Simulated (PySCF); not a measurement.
**Static response to an electric field**

C₆H₁₄N (charge +1).
Structure used (PBE0-D3(BJ)/def2-SVP), in Å, numbered top down from 1:
```xyz
21
C6H14N angstrom
C      2.5790    0.3653   -0.5033
C      1.8537   -0.8271    0.1025
C      0.6292   -0.4623    0.9200
N     -0.3857    0.2515    0.1039
C     -1.1324   -0.5021   -0.9760
C     -2.4442    0.1554   -0.5324
C     -1.7104    0.6324    0.7261
H      3.4884    0.0386   -1.0262
H      1.9762    0.9015   -1.2576
H      2.8876    1.0892    0.2673
H      2.5295   -1.3708    0.7811
H      1.5757   -1.5548   -0.6792
H      0.1307   -1.3494    1.3383
H      0.8853    0.2104    1.7543
H      0.0638    1.0796   -0.3027
H     -1.0666   -1.5786   -0.7679
H     -0.7483   -0.2967   -1.9832
H     -2.7637    0.9760   -1.1882
H     -3.2922   -0.5205   -0.3701
H     -1.8756    0.0103    1.6161
H     -1.7602    1.6934    1.0025
```

Level: PBE0/def2-SVPD (PySCF), static field, nuclei fixed, core orbitals frozen in the response. The polarisability tensor in these axes (au):

```
x   84.14 -2.23  0.22
y   -2.23 66.05  0.69
z    0.22  0.69 68.50
```

What are the eigenvalues, a third of the trace, and Δα (Δα² = ½Σ(αi − αj)² over the three pairs)?

Principal values 65.61, 68.67 and 84.41 au; mean 72.89 au = 10.80 Å³ = 12.02 × 10⁻⁴⁰ C²·m²/J; Δα = 17.47 au (24 % of the mean).

What depolarisation ratio follows for Rayleigh scattering of linearly polarised light, taking the static tensor?

ρ = 3Δα²/(45ᾱ² + 4Δα²) = 915.7/(239115 + 1220.9) = 0.00381.

In TDDFT the mean static polarisability is Σ f/ω² over all singlet excitations (ω in hartree). How much of it do the 6 lowest give? Their energies (eV) and oscillator strengths: 8.57, 0.0064; 8.73, 0.0261; 9.11, 0.0039; 9.16, 0.0033; 9.31, 0.0112; 9.60, 0.0163.

They add up to 0.61 au, 0.8 % of the 72.89 au; the largest single term is 0.25 au, from the state at 8.73 eV. Terms in order: 0.06, 0.25, 0.03, 0.03, 0.10, 0.13 au. Higher excitations give the rest. The strengths listed sum to 0.067.

Directions of the eigenvectors, and the extent of the frame along each?

Largest value along (0.99, -0.12, 0.01), where the nuclei span 6.66 Å; middle along (0.02, 0.24, 0.97), 3.78 Å; least along (0.12, 0.96, -0.24), 3.01 Å. The response follows the extents in order.

Traceless (Buckingham) quadrupole moment about the centre of nuclear charge: eigenvalues?

-5.39, -4.54, 9.93 D·Å. The values depend on the origin, since the species is charged. The electronic extent ⟨r²⟩ about the same centre is 964 bohr², a root-mean-square distance of 2.20 Å for the 56 electrons.

Isolated species at its PBE0-D3(BJ)/def2-SVP geometry (one conformer only).

The run behind these numbers computed excited states as well. The run took about 80 s of CPU time (one thread, shared machine).
